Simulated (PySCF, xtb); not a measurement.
isopropylamine (C₃H₉N), SMILES C(C)(C)N.

GFN2-xTB run with xtb at its own geometry gives an orbital gap of 11.13 eV and a dipole moment of 1.23 D.

Geometry optimised at B3LYP-D3(BJ)/def2-SVP. The values are those of a single conformer.

What does HF/def2-TZVP in PySCF give? (An estimate is asked for; the answer gives what the named calculation found.)

gap 14.05 eV (levels -10.56 and 3.50 eV), dipole 1.37 D.
